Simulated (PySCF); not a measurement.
CH7AlO2Si, SMILES C[SiH2][Al]([OH])[OH].

Geometry optimised at PBE0-D3(BJ)/def2-SVP. The structure was generated by enumeration; whether it is a known compound was not checked. The values are those of a single conformer.

Computed with PBE/def2-TZVP (PySCF).

The molecule is in vacuum.

Q: Estimate the frontier levels, gap, dipole moment and polarisability. (Estimate from the structure and the level; the computed values follow.)

A: 
- highest occupied level = -6.58 eV
- lowest empty level = -1.30 eV
- orbital gap = 5.28 eV
- dipole moment = 2.03 D
- quadrupole, principal values (traceless, Buckingham form, about the centre of nuclear charge) = -10.06, -1.79, 11.85 D·Å
- mean static polarisability = 77.2 bohr³ (11.45 Å³)
- polarisability, principal values = 63.5, 76.2, 92.1 bohr³
